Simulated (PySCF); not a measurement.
This script is equivalent to a calculation on Mn²⁺ (manganese, charge +2).

```python
from pyscf import gto, scf, dft, mp, cc
import basis_set_exchange as bse
mol = gto.M(atom="Mn 0 0 0", charge=2, spin=5, symmetry="D2h",
            basis=gto.basis.parse(bse.get_basis("cc-pVTZ-DK", elements=["Mn"], fmt="nwchem", header=False)),
            nucmod="G")
mf = scf.UHF(mol).sfx2c1e()
mf.irrep_nelec = {'Ag': (5, 3), 'B1g': (1, 0), 'B2g': (1, 0), 'B3g': (1, 0), 'B1u': (2, 2), 'B2u': (2, 2), 'B3u': (2, 2)}
mf.kernel()
```

Problem. What total energy does it give?

Solution. -1156.61605 hartree (calculated).

Problem. Which occupied shell lies highest, and where?

Solution. 3d α, at -34.819 eV.

Problem. What is ⟨S²⟩, and what would a pure spin state give?

Solution. 8.751, against 8.75.
